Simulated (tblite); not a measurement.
C7H4F2N (doublet state).
Atom-mapped SMILES: `[CH2:1]=[C:2]1[C:3]([F:4])=[C:5]([F:6])[CH:7][C@@H:8]1[C:9]#[N:10]` (hydrogens: H11, H12 on C1; H13 on C7; H14 on C8)

Structure optimised with GFN2-xTB, isolated species. This method treats the open shell by occupation alone, without spin polarisation.

What internal coordinates does the optimisation give?

| bond | length (pm) |
| --- | --- |
| C1=C2 | 134.9 |
| C2–C3 | 141.6 |
| C3–F4 | 133.2 |
| C3=C5 | 140.9 |
| C5–F6 | 133.2 |
| C5–C7 | 136.1 |
| C7–C8 | 150.1 |
| C8–C9 | 144.8 |
| C9≡N10 | 114.1 |
| C2–C8 | 152.2 |
| C1–H11 | 107.5 |
| C1–H12 | 107.5 |
| C7–H13 | 107.2 |
| C8–H14 | 109.7 |

A selection of angles:
| angle | degrees |
| --- | --- |
| C1–C2–C3 | 128.2 |
| C1–C2–C8 | 125.8 |
| C3–C2–C8 | 106.0 |
| C2–C3–F4 | 124.3 |
| C2–C3–C5 | 110.3 |
| F4–C3–C5 | 125.4 |
| C3–C5–F6 | 124.1 |
| C3–C5–C7 | 110.9 |
| F6–C5–C7 | 125.0 |
| C5–C7–C8 | 108.7 |
| C7–C8–C9 | 110.9 |
| C2–C8–C7 | 104.2 |
| C2–C8–C9 | 111.0 |
| C8–C9–N10 | 179.6 |

Dihedral angles: C1–C2–C3–F4 1° (synperiplanar); C2–C3–C5–F6 180° (antiperiplanar); C3–C5–C7–C8 1° (synperiplanar); C5–C7–C8–C9 119° (anticlinal); C1–C2–C8–C7 180° (antiperiplanar).

C7 (carbon bonded to 2 C and H) is planar (angles 127.3°, 124.0° and 108.7°, sum 360.0°, 0.01 Å off the plane of its three neighbours). C2 (carbon bonded to 3 C) is planar (angles 128.2°, 125.8° and 106.0°, sum 360.0°, 0.00 Å off the plane of its three neighbours). The 7 C–C bonds span 1.349 Å (C1=C2, drawn double in a drawing that doesn't fit all lengths) to 1.522 Å (C2–C8, drawn single in a drawing that doesn't fit all lengths), a spread of 0.173 Å. C3 (carbon bonded to 2 C and F) is planar (angles 125.4°, 124.3° and 110.3°, sum 360.0°, 0.00 Å off the plane of its three neighbours). C5 (carbon bonded to 2 C and F) is planar (angles 125.0°, 124.1° and 110.9°, sum 360.0°, 0.00 Å off the plane of its three neighbours). The 5-membered ring C2–C3–C5–C7–C8 has internal angles of 104.2° to 110.9° (sum 540°, against 540° for a flat polygon); it is planar, 0.00 Å rms from its mean plane, widest ring torsion 1°. Of the pairs four or more bonds apart, F4···H11 is among the closest relative to their van der Waals radii: 2.78 Å, 104 % of the sum of Bondi's values.

Point group: C1 (no symmetry element, even within 0.4 Å). Its GFN2-xTB frequencies are all real (lowest 66 cm⁻¹).

Hardware: one thread, Arm Neoverse V2 (aarch64), no GPU, on a shared host. Cost: 0.33 s wall. That covers the optimisation of the geometry.

All values are computed, not measured.
